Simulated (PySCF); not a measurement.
**Computed data sheet: `C=C[C@H](CC)C(F)(F)F`**

C6H9F3.
Z-matrix (Å and degrees, PBE0-D3(BJ)/def2-SVP geometry), rows numbered from 1:
```
C 
C   1  1.3319
C   2  1.5007  1  124.66
C   3  1.5352  2  112.31  1  -113.91
C   4  1.5186  3  113.11  2    64.12
C   3  1.5189  2  110.15  1   122.40
F   6  1.3401  3  111.59  2    62.81
F   6  1.3383  3  111.54  2  -177.35
F   6  1.3346  3  111.65  2   -57.36
H   1  1.0947  2  121.53  3    -1.55
H   1  1.0929  2  121.37  3   178.65
H   2  1.0969  1  119.75  3  -178.44
H   3  1.1033  2  109.15  1     7.21
H   4  1.1014  3  108.33  2  -173.71
H   4  1.1028  3  108.63  2   -58.68
H   5  1.1018  4  111.27  3    60.56
H   5  1.1003  4  111.56  3   -59.40
H   5  1.0999  4  110.87  3  -179.71
```

Structural features include: C=C double bond, CF3 group and C–F bond.

**PBE0-D3(BJ)/def2-SVP geometry optimisation, gas phase (PySCF)**

- Point group: C1
- Rotational constants A, B, C: 2.040, 1.299, 0.966 GHz

**CAM-B3LYP/def2-SVPD ground state and vertical TDDFT (core frozen in the response) (PySCF)**

- Dipole moment: 2.48 D
- HOMO energy: -9.34 eV
- LUMO energy: 0.88 eV
- HOMO–LUMO gap: 10.22 eV
- Lowest singlet excitation: 7.46 eV (166 nm, f = 0.407)
- Strongest line among the 6 lowest singlet transitions: S1 at 7.46 eV (166 nm, f = 0.407)
- Static isotropic polarisability: 75.3 au
- Electronic spatial extent ⟨r²⟩ about the centre of nuclear charge: 1266 bohr²

Monoisotopic mass from the formula: 138.0656 u.

 In wavenumbers S1 is 60200 cm⁻¹ (1 eV = 8065.54 cm⁻¹). S1 lies 2.76 eV below the HOMO–LUMO gap; its leading configuration is HOMO→LUMO, weight 0.95. In atomic units the dipole is 0.98 e·bohr (1 au = 2.5417 D). The principal polarisabilities are 66.3, 73.6 and 86.1 au; their mean is the isotropic value.

One conformer stands for the species.
